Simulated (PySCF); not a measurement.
Species: C₅H₁₁As.
Geometry (PBE0-D3(BJ)/def2-SVP, Å), atoms numbered from 1 in this order:
```xyz
17
C5H11As angstrom
C      2.9668   -0.4163    0.5485
C      1.9353    0.1755   -0.0549
C      0.6291   -0.4885   -0.3590
C     -0.5772    0.0848    0.3964
C     -1.8303   -0.7374    0.1440
As    -0.8098    2.0252   -0.0133
H      3.8965    0.1209    0.7535
H      2.9202   -1.4661    0.8579
H      2.0291    1.2304   -0.3439
H      0.7059   -1.5641   -0.1214
H      0.4264   -0.4286   -1.4454
H     -0.3384    0.0700    1.4744
H     -2.6859   -0.3698    0.7292
H     -1.6650   -1.7947    0.4153
H     -2.1161   -0.7089   -0.9199
H     -1.3619    1.7839   -1.4191
H     -2.2125    2.1146    0.5815
```

Level of theory: PBE0-D3(BJ)/def2-SVP geometry optimisation, gas phase in PySCF.

Take the most abundant isotopes and a rigid rotor. The values belong to one conformer with, in the numbering `[CH2:1]=[CH:2][CH2:3][C@H:4]([CH3:5])[AsH2:6]`, C1–C2–C3–C4 115°, C2–C3–C4–C5 -174°, C3–C4–As6–H 74° and 167°.

**Question.** Give the principal moments of inertia and the rotational constants in MHz.

**Answer.** Ia = 158.09, Ib = 383.01, Ic = 510.20 u·Å²; 505379 MHz·u·Å²/I gives A = 3197, B = 1320, C = 990.6 MHz.

**Question.** What kind of rotor is it?

**Answer.** An asymmetric top: κ = (2 × 1320 − 3197 − 990.6)/(3197 − 990.6) = -0.70.

**Question.** What does the inertial defect say?

**Answer.** Not planar: Δ = Ic − Ia − Ib = -30.90 u·Å². For a rigid frame Δ = −2 Σ m c², so Σ m c² = 15.45 u·Å² lies off the ab plane: 9.29 from hydrogen and 6.16 from heavier atoms. The atom farthest from that plane is 1.58 Å away.

**Question.** Give the other two planar moments, Paa and Pbb, and the rms extents of the mass along the axes.

**Answer.** Paa = Σ m a² = (Ib + Ic − Ia)/2 = 367.56 and Pbb = Σ m b² = (Ia + Ic − Ib)/2 = 142.64 u·Å². With the mass M = 146.01 u, the rms extents √(P/M) along a, b and c are 1.59, 0.99, 0.33 Å.

**Question.** Which lines would a microwave search look for?

**Answer.** The dipole components are |μa| = 0.22 D, |μb| = 1.08 D, |μc| = 0.03 D. Intensities carry the squares of the components, which stand as 0.04 : 1.00 : 0.00 (a : b : c). Some lines, for components of 0.1 D or more:

| type | branch | J(Ka,Kc) | MHz | lower level (cm⁻¹) |
| --- | --- | --- | --- | --- |
| a | Q | 1(1,0) ← 1(1,1) | 329 | 0.140 |
| a | Q | 2(1,1) ← 2(1,2) | 987 | 0.283 |
| b | Q | 1(1,0) ← 1(0,1) | 2206 | 0.077 |
| a | R | 1(0,1) ← 0(0,0) | 2310 | 0.000 |
| b | Q | 2(1,1) ← 2(0,2) | 2575 | 0.230 |
| b | R | 2(0,2) ← 1(1,1) | 2703 | 0.140 |
| b | R | 1(1,1) ← 0(0,0) | 4187 | 0.000 |
| a | R | 2(1,2) ← 1(1,1) | 4291 | 0.140 |
| a | R | 2(0,2) ← 1(0,1) | 4581 | 0.077 |
| a | R | 2(1,1) ← 1(1,0) | 4949 | 0.151 |
| b | Q | 2(2,0) ← 2(1,1) | 5672 | 0.316 |
| b | R | 2(1,2) ← 1(0,1) | 6169 | 0.077 |
| b | Q | 2(2,1) ← 2(1,2) | 6619 | 0.283 |
| b | R | 2(2,1) ← 1(1,0) | 10581 | 0.151 |
| b | R | 2(2,0) ← 1(1,1) | 10950 | 0.140 |

**Question.** Estimate the classical rotational partition function at 10 K, 25 K and 100 K.

**Answer.** Point group C1, symmetry number σ = 1; q = (√π/σ)·√((kT/h)³/(ABC)), k/h = 20836.6 MHz/K: 2610 at 10 K, 10300 at 25 K, 82500 at 100 K.

No PBE0-D3(BJ)/def2-SVP frequencies stand behind this structure, so it isn't proved a minimum. These are rigid-rotor constants of the computed structure; measured ground-state constants (B0) also hold zero-point vibration. A rigid rotor knows nothing of internal rotation, which can split or shift real lines. Quadrupole hyperfine structure (75As) is left out.
